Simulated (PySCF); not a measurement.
Compound: C₆H₁₀O.
SMILES: `C=C=C[C@H](C)OC`

The closed-shell SCF was solved with PySCF and density fitting under several settings on one GFN2-xTB geometry (grid level 2 and gas phase unless stated).

```tsv
settings	basis functions	SCF cycles	E (Eh)	HOMO (eV)	LUMO (eV)	dipole (D)
PBE0/pcSseg-1	169	14	-309.3971	-7.30	0.33	1.16
CAM-B3LYP/def2-SVPD	223	12	-309.4286	-8.78	1.25	1.22
PBE/def2-SVPD, damping 0.3 at the start, DIIS from the seventh cycle	223	22	-309.1934	-5.91	-0.77	1.03
PBE/pcSseg-1, energy threshold 1e-07 Eh	169	10	-309.3698	-5.79	-0.68	1.01
wB97X-D/6-311+G(2d,p), IEF-PCM dichloromethane, start guess vsap	249	14	-309.7928	-9.26	1.80	1.55
PBE/def2-SVPD, grid level 1, start guess sap	223	17	-309.1934	-5.91	-0.77	1.03
```

Estimate the row for these settings: PBE0/pcseg-1, energy threshold 1e-06 Eh.

| settings | basis functions | SCF cycles | E (Eh) | HOMO (eV) | LUMO (eV) | dipole (D) |
| --- | --- | --- | --- | --- | --- | --- |
| PBE0/pcseg-1, energy threshold 1e-06 Eh | 148 | 8 | -309.3701 | -7.32 | 0.31 | 1.18 |

Over all rows, what range does the HOMO–LUMO gap span?

From 5.11 eV (PBE/pcSseg-1, energy threshold 1e-07 Eh) to 11.06 eV (wB97X-D/6-311+G(2d,p), IEF-PCM dichloromethane, start guess vsap). The functional of the narrowest has no exact exchange, that of the widest range-separated exact exchange.

And the dipole moment?

From 1.01 D (PBE/pcSseg-1, energy threshold 1e-07 Eh) to 1.55 D (wB97X-D/6-311+G(2d,p), IEF-PCM dichloromethane, start guess vsap); the largest is 1.53 times the smallest, and the median is 1.16 D.

Compare two rows with the functional PBE0: PBE0/pcseg-1, energy threshold 1e-06 Eh and PBE0/pcSseg-1. Which energy is lower, and by how much?

PBE0/pcSseg-1 (169 functions) lies 0.0270 Eh or 17 kcal/mol below PBE0/pcseg-1, energy threshold 1e-06 Eh (148 functions).

wB97X-D ran without the empirical dispersion term, which would shift the total energy alone. Cycle counts include a coarse-grid stage where the run had one. All basis functions are spherical, in the Pople sets too. One conformer (not necessarily the lowest) at the GFN2-xTB geometry, without vibrations or thermal averaging.

Shape of the structure used: `[CH2:1]=[C:2]=[CH:3][C@H:4]([CH3:5])[O:6][CH3:7]`: C2–C3–C4–C5 -118°, C3–C4–O6–C7 -69°.
